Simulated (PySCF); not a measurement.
Computed IR spectrum (relative IR intensity) of a molecule C3H5O, multiplicity 2. Coordinates come from a B3LYP-D3(BJ)/def2-SVP optimisation. One conformer was computed; it need not be the lowest. Computed with B3LYP-D3(BJ)/def2-SVP run with PySCF 2.14.0. Frequencies are harmonic and unscaled.

ν (cm⁻¹): 393 (vw), 432 (s), 443 (w), 559 (m), 758 (m), 1005 (w), 1186 (vs), 1393 (w), 1444 (w), 1447 (w), 1708 (s), 3032 (w), 3103 (w), 3158 (vw), 3274 (vw), 3802 (m) (against the strongest line: vs over 80 %, s over 45 %, m over 15 %, w over 4 %, vw less)

### Question
Identify the compound among the candidates.
A) [CH2]C(C)=O
B) CC[C]=O
C) [CH]=C(C)O

### Answer
C, [CH]=C(C)O
